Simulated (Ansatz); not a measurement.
Reaction (atomization): `C=C(S)O[SiH3]` → 2 C• + 6 H• + O• + S• + Si•

Gas-phase electronic energies from Ansatz, PBE0-D4/def2-TZVP geometries. CBS: MP2 limit from def2 TZ/QZ plus the TZ coupled-cluster correction, frozen cores. This one scheme is used for every species, atoms too. For atomizations the MP2-based limit and the directly extrapolated one differ by several kJ/mol either way, and by 10 to 25 for some Ge, Se and Sn compounds, so smaller differences from it don't rank the levels. DFT in def2-TZVPP. HSE06 is defined as in plane-wave codes. No spin–orbit coupling; open shells (•) take unrestricted orbitals. Spin–orbit coupling would lower the free atoms: a little for C, O, S, Si. Each species was taken in one conformer, which may not be the lowest.

(1) What is ΔE at CCSD(T)/CBS? (Best estimate.)

(2) What do these levels give: HSE06-D4, BLYP, PBE0, MP2/def2-SVP, CCSD(T)/def2-SVP, HF/def2-QZVPP? (An estimate is asked.)

Largest T1 diagnostic among the species: 0.013.

## Answers

(1) Computed: +41.52 eV.

(2) Computed: HSE06-D4 41.51, BLYP 40.86, PBE0 41.25, MP2/def2-SVP 39.36, CCSD(T)/def2-SVP 38.94, HF/def2-QZVPP 29.84 eV.

From BLYP to BHLYP (50 % exact exchange), in def2-TZVPP and without D4, ΔE moves by −0.99 eV: exact exchange takes away binding that semilocal exchange gives to molecules. At CCSD(T), def2-SVP lies −2.57 eV from the extrapolated value and def2-TZVPP −1.16 eV: correlation converges slowly with the basis, and small sets miss more of it in the bonded molecule than in its fragments. In def2-TZVPP, CCSD(T) changes the Hartree–Fock value by +10.58 eV (the triples alone add +0.70 eV) and MP2 by +11.25 eV; breaking electron pairs costs correlation energy, which Hartree–Fock lacks.
